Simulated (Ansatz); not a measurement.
Basis-set extrapolation for C4H14N2O2Si, SMILES `CN(C)[Si](O)(O)N(C)C` (PBE0-D4/def2-TZVP geometry, frozen core, Ansatz). Multiplicity 1, RHF reference.

|  | def2-TZVPP | def2-QZVPP |
| --- | --- | --- |
| HF | -707.520356 | -707.550271 |
| MP2 correlation | -1.725450 | -1.847977 |
| CCSD(T) correlation | -1.859151 | not run |

Energies in hartree. Use E(X) = E(∞) + A·exp(−7.88·√X) for Hartree–Fock and E(X) = E(∞) + B·X^(−2.97) for correlation, with X = 3 and 4, and add CCSD(T) minus MP2 of the smaller set to the MP2 limit.

Q: What is the CCSD(T) energy at the basis-set limit?

A: HF limit: -707.550271 + (-0.029915) × 0.13774 = -707.55439. MP2 limit: -1.847977 + (-0.122527) × 0.74074 = -1.93874. Higher-order term: -1.859151 − (-1.725450) = -0.13370. Total: -709.62683 hartree, 649.3 kJ/mol below CCSD(T)/def2-TZVPP.
